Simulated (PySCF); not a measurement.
**Ionisation energy of Rh⁺ by level of theory**

Rh⁺ [Kr] 4d8 (3F) → Rh²⁺ [Kr] 4d7 (4F), as a difference of total energies. Calculation: PySCF 2.14, in aug-cc-pVTZ-DK (9s8p6d3f2g, 102 functions); the spin-free X2C one-electron Hamiltonian (Gaussian nucleus). Correlated levels: valence: [Kr] frozen. The calculations carry no spin-orbit coupling.

| method | ionisation energy (eV) |
| --- | --- |
| UHF | 16.149 |
| LDA | 18.880 |
| PBE | 18.478 |
| PBE0 | 18.177 |
| r2SCAN | 18.189 |
| wB97X | 18.189 |
| r2SCANh | 18.119 |
| B3LYP | 18.418 |
| MP2 (valence) | 17.914 |
| SCS-MP2 (valence) | 17.926 |

A first-order spin-orbit estimate (lowest level to lowest level, LS coupling) adds -0.022 eV.

Errors of the correlated levels include the incompleteness of this basis and the frozen core.

Which method comes closest to the reference value, and which is furthest?

The reference is 18.08 eV (semi-empirical (NIST evaluation); NIST Atomic Spectra Database, ionization energies). Closest: r2SCANh (error 0.017 eV); furthest: UHF (error -1.953 eV), both after the spin-orbit estimate.
